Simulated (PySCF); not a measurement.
Geometry:
```tsv
atom	x (Å)	y (Å)	z (Å)
C1	-3.744	-0.081	-1.056
C2	-2.670	0.811	-1.081
C3	-1.555	0.581	-0.279
C4	-1.496	-0.530	0.585
Si5	-0.095	-0.901	1.810
C6	1.415	-0.196	0.904
C7	2.500	0.217	1.703
C8	3.676	0.704	1.137
C9	3.810	0.744	-0.250
C10	2.765	0.307	-1.066
C11	1.579	-0.147	-0.494
C12	-2.610	-1.393	0.618
C13	-3.713	-1.187	-0.208
H14	-4.614	0.095	-1.694
H15	-2.701	1.686	-1.736
H16	-0.718	1.284	-0.316
H17	2.416	0.155	2.793
H18	4.497	1.036	1.777
H19	4.737	1.108	-0.700
H20	2.876	0.325	-2.153
H21	0.767	-0.480	-1.146
H22	-2.608	-2.244	1.308
H23	-4.557	-1.880	-0.179
```

Geometry: PBE0-D3(BJ)/def2-SVP; GIAO shifts from PySCF 2.14, gas phase, non-relativistic, averaged over equivalent atoms.

At PBE0/pcSseg-1 (278 basis functions, 82 s wall time on 1 thread of an Arm Neoverse V1, shared host):
```
          atoms  δ (ppm)
          C4/C6    165.5
  C3/C7/C11/C12    142.5
          C1/C9    138.0
  C2/C8/C10/C13    133.3
            Si5    585.2
H16/H17/H21/H22     7.98
H15/H18/H20/H23     7.73
        H14/H19     7.66
```

δ = σ(ref) − σ, references computed at the same level: ¹³C (184.41 ppm), ²⁹Si (351.99 ppm), ¹H (31.27 ppm) against TMS.

Question: What do these become at PBE/pcSseg-1?

Answer: 
```csv
atoms,δ at PBE/pcSseg-1,change
C4/C6,165.8,+0.3
C3/C7/C11/C12,139.4,-3.1
C1/C9,135.3,-2.7
C2/C8/C10/C13,131.4,-1.9
Si5,588.8,+3.6
H16/H17/H21/H22,7.82,-0.16
H15/H18/H20/H23,7.63,-0.10
H14/H19,7.50,-0.16
```

Referencing at the same level of theory: ¹³C (σref 180.03) and ²⁹Si (σref 334.61) and ¹H (σref 31.20) vs TMS.

The largest change is at Si5 (silicon bonded to 2 C). Cost: 278 basis functions, 99 s wall time on 1 thread of an Arm Neoverse V1, shared host. The order of the carbon signals is the same at both levels.

The carbons averaged at δ 142.5 differ by 16 ppm in this conformer.
